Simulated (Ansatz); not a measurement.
```yaml
crystal:
  periodic: [false, false, false]
  atoms:
    - {symbol: Co, position_ang: [0.000004, 0.000045, 0.000017]}
    - {symbol: F, position_ang: [0.240903, -0.625433, 1.582143]}
    - {symbol: F, position_ang: [-0.240907, 0.625388, -1.582160]}
basis:
  gaussian: {orbitals: cc-pVDZ}
magnetization: {spin_polarized: true, initial_magnetization: 1}
hamiltonian: {xc: {name: PBEsol}, dispersion: d3bj}
scf: {lower_state_search: off}
output: {forces: true}
```

```sh
$ ansatz run in.yaml --threads 4 --pin off --events-out ev --progress --plain --max-ram 3916MiB
```

Output, abridged:

```
Functional definition: PBEsol
773 factors; their error is unknown
mean field evaluation 1: about -42997.3856 eV, gradient 3.9e1 eV
mean field evaluation 2: about -42950.4714 eV, gradient 1.5e2 eV
mean field evaluation 4: about -42992.2732 eV, gradient 3.8e1 eV
mean field evaluation 8: about -43002.1760 eV, gradient 6.6e-1 eV
mean field evaluation 16: about -43002.5700 eV, gradient 2.7e-2 eV
mean field -43002.57106813 eV, -1580.3153385643 hartree, gradient 2.7e-6 eV, S^2 1.754012; 0 other end points of the search recorded, 0 dependent functions left out
reference -43002.57112310 eV, -1580.3153405845 hartree; 23, 22 occupied and 48, 49 virtual orbitals, 773 factors
Total energy: -43002.58013046 eV, -1580.3156715989 hartree
Atom 0 at     0.000004     0.000045     0.000017 Å, force    -0.000016    -0.000181    -0.000069 eV/Å
Atom 1 at     0.240903    -0.625433     1.582143 Å, force    -0.068248     0.177288    -0.448237 eV/Å
Atom 2 at    -0.240907     0.625388    -1.582160 Å, force     0.068264    -0.177107     0.448306 eV/Å
Dipole moment:     0.000004     0.000042     0.000016 e Å
Checks for a lower state left out: stability, starts, cluster_reference, orbital_swaps, neighbouring_geometries, increment
```

Run time 2.4 s (4 threads of Arm Neoverse V2 on a shared host).

The charge 0 doublet is spin-contaminated (final ⟨S²⟩ up to 1.75, 0.75 for a pure state).
